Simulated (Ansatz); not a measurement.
One change: `[SiH3][CH](Cl)[InH2]` becomes `[SiH3][CH](Cl)[AlH][SH]`.

Ansatz, PBE0-D4/def2-TZVP geometries, multiplicity 1. Each molecule was computed in one conformer, which needn't be the lowest. `[SiH3][CH](Cl)[InH2]` holds a close contact that its SMILES doesn't draw: In···Cl 2.92 Å. `[SiH3][CH](Cl)[AlH][SH]` holds a close contact that its SMILES doesn't draw: Al···Cl 2.52 Å.

Elements past krypton have def2 core potentials.

```
                                                                                  property  `[SiH3][CH](Cl)[InH2]`
                                                      HOMO–LUMO gap (PBE0/def2-TZVPP) / eV                    5.60
                                                     HOMO–LUMO gap (B3LYP/def2-TZVPP) / eV                    5.13
                                                        LUMO energy (PBE0/def2-TZVPP) / eV                   -1.66
                                            size of the dipole moment (PBE/def2-TZVPP) / D                    1.34
ideal-gas entropy at 298 K and 1 bar (rigid rotor, harmonic PBE0-D4/def2-TZVP) / J/(mol·K)                     377
                                                        HOMO energy (PBE0/def2-TZVPP) / eV                   -7.26
```

(1) What does the change do to each property? (Estimate.)

Answers

(1) Computed: 
| property | `[SiH3][CH](Cl)[AlH][SH]` | shift |
| --- | --- | --- |
| HOMO–LUMO gap (PBE0/def2-TZVPP) / eV | 6.59 | 0.99 |
| HOMO–LUMO gap (B3LYP/def2-TZVPP) / eV | 6.11 | 0.98 |
| LUMO energy (PBE0/def2-TZVPP) / eV | -0.95 | 0.71 |
| size of the dipole moment (PBE/def2-TZVPP) / D | 2.04 | 0.70 |
| ideal-gas entropy at 298 K and 1 bar (rigid rotor, harmonic PBE0-D4/def2-TZVP) / J/(mol·K) | 393 | 16 |
| HOMO energy (PBE0/def2-TZVPP) / eV | -7.54 | -0.28 |

With PBE0 the HOMO falls by 0.28 eV and the LUMO rises by 0.71 eV, so the gap widens by about 0.99 eV. PBE moves the HOMO by -0.19 eV and ωB97M-V by -0.32 eV. The zero-point energy changes by 13.5 kJ/mol with +3 modes. Dipoles are sizes alone; their direction can turn.

Positive LUMOs are unbound, so they and the gaps depend on the basis.

B3LYP here is the variant with VWN-RPA as its local correlation; programs differ in this.
